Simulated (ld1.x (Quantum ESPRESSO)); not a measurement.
# Br (Z = 35), TM: configuration errors across variants

- Element: bromine (Br)
- Generator: ld1.x (Quantum ESPRESSO) 7.5
- Type: norm-conserving Troullier–Martins (Kleinman–Bylander form)
- Functional: PBE
- Relativity: scalar-relativistic
- Frozen core: [Ar] 3d10
- Valence charge: 7
- Reference configuration: 4s2 4p4 (charge +1)
- Partial waves: 4s (bound): rc 1.55 bohr; 4p (bound): rc 1.50 bohr
- Local potential: all-electron potential smoothed inside 1.35 bohr (lloc = -1)
- Core correction: Bessel-smoothed model core inside 1.40 bohr

All-electron excitation energies from the reference (eV): (1) 4s2 4p5 -12.554; (2) 4s2 4p3 22.760; (3) 4s2 4p2 56.743; (4) 4s2 4p4.5 -7.479; (5) 4s1 4p5 13.004; (6) 4s2 4p1 102.767; (7) 4s2 4p5.3 -14.517.

Tests that are not counted but printed errors over 1 eV. “all radii but the core radius scaled by about 0.90 (s 1.40, p 1.36 bohr); local potential all-electron potential smoothed inside 1.22 bohr (lloc = -1)”: 4s2 4p1 (solver errors, printed error -29.3 eV).

A true bound ghost makes a file unfit for plane-wave use even where its test errors are small: the radial tests pick states by their node count and pass the ghost by. Where a test does run into it, the solver fails or the error is huge.

Errors AE − PS in meV (a dash: test not solved or not reliable):

```csv
change,(1),(2),(3),(4),(5),(6),(7),bound ghosts
base,+5.5,+1.0,+9.5,+2.2,-5.3,+20,+7.6,d
"all radii but the core radius scaled by about 0.75 (s 1.16, p 1.12 bohr); local potential all-electron potential smoothed inside 1.02 bohr (lloc = -1)",+8.1,+4.0,+9.3,+2.8,+0.3,-43,+12,"s, d"
"all radii but the core radius scaled by about 0.83 (s 1.28, p 1.24 bohr); local potential all-electron potential smoothed inside 1.12 bohr (lloc = -1)",+5.4,-1.3,-13,+2.1,-1.1,-81,+7.9,"s, d"
"all radii but the core radius scaled by about 0.90 (s 1.40, p 1.36 bohr); local potential all-electron potential smoothed inside 1.22 bohr (lloc = -1)",+9.6,+14,+100,+3.6,+0.4,–,+13,"s, d"
"all radii but the core radius scaled by about 1.06 (s 1.64, p 1.58 bohr); local potential all-electron potential smoothed inside 1.42 bohr (lloc = -1)",+5.3,+0.5,+7.9,+2.2,-7.9,+16,+7.3,d
"all radii but the core radius scaled by about 1.17 (s 1.82, p 1.76 bohr); local potential all-electron potential smoothed inside 1.58 bohr (lloc = -1)",+5.2,+0.5,+8.2,+2.2,-15,+18,+7.2,d
"all radii but the core radius scaled by about 1.25 (s 1.94, p 1.88 bohr); local potential all-electron potential smoothed inside 1.68 bohr (lloc = -1)",+5.5,+1.3,+13,+2.3,-23,+33,+7.6,d
"all radii but the core radius scaled by about 1.32 (s 2.06, p 1.98 bohr); local potential all-electron potential smoothed inside 1.80 bohr (lloc = -1)",+5.5,+1.1,+11,+2.3,-28,+26,+7.6,d
"all radii but the core radius scaled by about 1.38 (s 2.14, p 2.08 bohr); local potential all-electron potential smoothed inside 1.88 bohr (lloc = -1)",+5.8,+1.7,+14,+2.4,-36,+32,+8.0,d
```

(1) Give the same row for: all radii but the core radius scaled by about 1.10 (s 1.70, p 1.64 bohr); local potential all-electron potential smoothed inside 1.48 bohr (lloc = -1).

Answers

(1) +5.2, +0.3, +6.7, +2.1, -9.4, +13, +7.1; bound ghosts: d.
